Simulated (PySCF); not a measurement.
# ReF4, doublet: molecular constants

Level of theory: UB3LYP in PySCF with Re def2-SVP with ECP60, F def2-SVP; scalar-relativistic core potentials, no spin–orbit coupling; density-fitted integrals.

The structure is a saddle point with 1 imaginary mode.

```json
{"Point group": "D2d", "Bond lengths": "Re–F 1.870 Å (×4)", "Bond angles": "F–Re–F 90.8° (×2), F–Re–F 119.6° (×4)", "Dipole moment": "0.00 D", "Atomisation energy without zero-point energy": "1750 kJ/mol", "Principal quadrupole moments (Buckingham, traceless) about the centre of mass": "-4.09, 2.05, 2.05 D Å", "Lowest empty level (β)": "-4.09 eV", "Highest occupied level (β)": "-6.47 eV", "Rotational constants": "0.1251, 0.08495, 0.08495 cm⁻¹", "Principal polarisabilities": "29.9, 29.9, 35.8 bohr³", "Zero-point energy (real modes)": "19.4 kJ/mol", "Spin squared ⟨S²⟩": "0.752"}
```

Harmonic modes (masses in u: Re 186.956, F 18.998):
```
symmetry  ω (cm⁻¹)  IR (km/mol, summed over degenerate members)
      b1      269i                                            –
      b2        76                                         26.1
       e       121                                         49.4
      a1       188                                          0.0
       e       665                                          190
      b2       700                                          146
      a1       712                                          0.0
```

In D2d the vibrations span b1 + 2b2 + 2e + 2a1. The a1, b1 modes carry no infrared intensity, as symmetry demands.

Charges (e):
```tsv
atom	Mulliken	Löwdin	polar tensor	spin (Mulliken)	Mayer order to Re1
Re1	1.26	0.54	2.44	0.86	–
F2,3,4,5	-0.31	-0.13	-0.61	0.04	1.08
```

Mulliken populations on Re1 (electrons outside its core potential): s 2.42, p 6.33, d 4.86, f 0.13.

This need not be the most stable arrangement of these atoms. Open d and f shells are described by one determinant, and the ground state may have another occupation or spin. At this level a quartet minimum of D4h symmetry lies 92 kJ/mol below this structure. With an element this heavy the missing spin–orbit coupling can shift these numbers.

The final relaxation and frequency run took about 110 core-seconds on a shared host.
